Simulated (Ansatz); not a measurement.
Single points on [MnNCl4]2- (MnNCl₄²⁻).

```yaml
crystal:
  periodic: [false, false, false]
  atoms:
    - {symbol: Mn, position_ang: [-0.000225, -0.000159, 0.110770]}
    - {symbol: N, position_ang: [-0.003292, -0.002385, 1.595255]}
    - {symbol: Cl, position_ang: [2.295051, 0.013509, -0.421620]}
    - {symbol: Cl, position_ang: [-0.011970, 2.294704, -0.423233]}
    - {symbol: Cl, position_ang: [-2.293292, -0.012231, -0.431133]}
    - {symbol: Cl, position_ang: [0.013728, -2.293438, -0.430029]}
basis:
  gaussian: {orbitals: def2-TZVPD, initial_orbitals: start.molden}
total_charge: -2
hamiltonian: {xc: lda}
scf: {omitted_lower_state_checks: [starts]}
output: {orbitals: {seedname: orbitals}}
```

The file start.molden holds the orbitals of an earlier run on this structure, at another level or in another basis.

```sh
$ ansatz run in.yaml --threads 4 --pin off --events-out ev --progress --plain --max-ram 8704MiB
```

Shortened log:

```
Functional definition: SPW92
1753 factors; their error is unknown
mean field evaluation 1: about -82671.6318 eV, gradient 4.0e1 eV
mean field evaluation 2: about -82672.3406 eV, gradient 1.1e0 eV
mean field evaluation 4: about -82672.3318 eV, gradient 9.5e-2 eV
mean field -82672.33180824 eV, -3038.1521566336 hartree, gradient 4.6e-5 eV, S^2 0.000000; 0 other end points of the search recorded, 0 dependent functions left out
reference -82672.33185906 eV, -3038.1521585013 hartree; 51, 51 occupied and 218, 218 virtual orbitals, 1753 factors
Total energy: -82672.33185906 eV, -3038.1521585013 hartree
Checks for a lower state left out: starts
```

Run time 2.5 s (4 threads of Arm Neoverse V1 on a shared host).

First input, but with `hamiltonian: {xc: {name: CAM-B3LYP}, dispersion: d4}` (abridged; 15 s):

```
Functional definition: CAM-B3LYP
mean field -82909.98333177 eV, -3046.8856890374 hartree, gradient 1.6e-5 eV, S^2 0.000000
Total energy: -82910.30713647 eV, -3046.8975886408 hartree
Checks for a lower state left out: starts
```

The first input with `hamiltonian: {xc: pbe0, dispersion: d4}` (abridged; 10 s):

```
Functional definition: PBE0
mean field -82883.08615348 eV, -3045.8972359667 hartree, gradient 8.1e-6 eV, S^2 0.000000
Total energy: -82883.39540252 eV, -3045.9086006593 hartree
Checks for a lower state left out: starts
```

The first input with `hamiltonian: {xc: {name: LC-wPBE}}`, `output: {forces: true, orbitals: {seedname: orbitals}}` (abridged; 11 s):

```
Functional definition: LC-wPBE
mean field -82887.42362177 eV, -3046.0566349863 hartree, gradient 1.6e-5 eV, S^2 0.000000
Total energy: -82887.42362177 eV, -3046.0566349866 hartree
Atom 0 force    -0.004361    -0.003252     2.077194 eV/Å
Atom 1 force     0.005173     0.003779    -2.500047 eV/Å
Atom 2 force    -0.320463    -0.002002     0.105008 eV/Å
Atom 3 force     0.001533    -0.320303     0.105274 eV/Å
Atom 4 force     0.320065     0.001698     0.106345 eV/Å
Atom 5 force    -0.001946     0.320080     0.106227 eV/Å
Dipole moment:    -0.000565    -0.000394     0.278327 e Å
Checks for a lower state left out: starts
```

First input, but with `hamiltonian: {xc: pbe, dispersion: d4}`, `output: {forces: true, orbitals: {seedname: orbitals}}` (abridged; 5.5 s):

```
Functional definition: PBE
mean field -82880.79476738 eV, -3045.8130290808 hartree, gradient 2.5e-5 eV, S^2 0.000000
Total energy: -82881.15291717 eV, -3045.8261908428 hartree
Atom 0 force     0.002186     0.001510    -1.086835 eV/Å
Atom 1 force    -0.002237    -0.001602     1.085481 eV/Å
Atom 2 force    -0.076942    -0.000477     0.000146 eV/Å
Atom 3 force     0.000391    -0.076893     0.000250 eV/Å
Atom 4 force     0.076975     0.000483     0.000475 eV/Å
Atom 5 force    -0.000374     0.076978     0.000483 eV/Å
Dipole moment:    -0.000424    -0.000294     0.209150 e Å
Checks for a lower state left out: starts
```

The first input with `hamiltonian: {xc: pbe}`, `correlation: {method: rpa}` and without the key `output` (abridged; 35 s):

```
Functional definition: PBE
mean field -82880.79474448 eV, -3045.8130282392 hartree, gradient 4.8e-6 eV, S^2 0.000000; unrestricted orbitals would lower it
mean field evaluation 16: about -82782.5015 eV, gradient 1.8e0 eV
26 core orbitals not correlated: weight in the atoms' cores, before any rotation towards them, 1.000 or more for the frozen orbitals, at most 0.000 for the correlated occupied ones
Total energy: -82846.44250192 eV, -3044.5506066099 hartree
Checks for a lower state left out: starts
```

The first input with `gaussian: {orbitals: def2-SVPD, initial_orbitals: start.molden}`, `hamiltonian: {xc: pbe0, dispersion: d4}` (abridged; 4.3 s):

```
Functional definition: PBE0
mean field -82861.09230848 eV, -3045.0889770711 hartree, gradient 1.8e-5 eV, S^2 0.000000
Total energy: -82861.40154897 eV, -3045.1003414496 hartree
Checks for a lower state left out: starts
```

Geometry: r2SCAN-D4/def2-SVPD.

LC-ωPBE has ω = 0.4 bohr⁻¹. Correlated methods freeze 26 core orbitals; core or outer-core shells of Mn are correlated, in sets that lack core-valence functions. A multiply charged anion in the gas phase is held together partly by the finite basis. Removing one electron lowers the energy by 0.54 eV at PBE0-D4/def2-TZVPD, so it isn't bound. The restricted singlet is unstable towards broken spin symmetry at other levels; at LDA (SPW92)/def2-TZVPD, CAM-B3LYP-D4/def2-TZVPD, LC-ωPBE/def2-TZVPD, PBE0-D4/def2-SVPD this wasn't settled. At LDA (SPW92)/def2-TZVPD, PBE0-D4/def2-TZVPD, PBE-D4/def2-TZVPD, PBE0-D4/def2-SVPD the highest occupied level of the charge -2 singlet lies above zero (up to 3.52 eV). By energy differences it is unbound by 0.92 eV (vertical, against the charge -1 doublet, at PBE-D4/def2-TZVPD) and held by the finite basis. At PBE0-D4/def2-TZVPD, RPA@PBE/def2-TZVPD the restricted singlet (for correlated methods, its reference) is unstable: a solution with broken spin symmetry lies lower. The order of the spin states hangs on the level: the triplet lies 0.68 eV below the singlet at PBE0-D4/def2-TZVPD, but 0.43 eV above it at LDA (SPW92)/def2-TZVPD.
